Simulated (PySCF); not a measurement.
# Ionisation energy of Zr⁺ by level of theory

Zr⁺ [Kr] 4d2 5s1 (4F) → Zr²⁺ [Kr] 4d2 (3F), as a difference of total energies. Computed with PySCF 2.14 in aug-cc-pVDZ-PP with ECP28MDF (5s5p4d2f, 54 functions), with scalar relativity through the core potential. Correlated levels: valence: 4s2 4p6 frozen. The calculations carry no spin-orbit coupling.

Task: Order these methods by the ionisation energy they give, lowest first.
A. PBE0
B. CAM-B3LYP
C. TPSSh
D. r2SCAN

Result: C (13.016 eV), B (13.127 eV), A (13.163 eV), D (13.276 eV).

The reference lies between the lowest fine-structure levels, while these numbers refer to the centres of the terms.

Errors of the correlated levels include the incompleteness of this basis and the frozen core.

For comparison: 13.13 eV (measured; NIST Atomic Spectra Database, ionization energies).
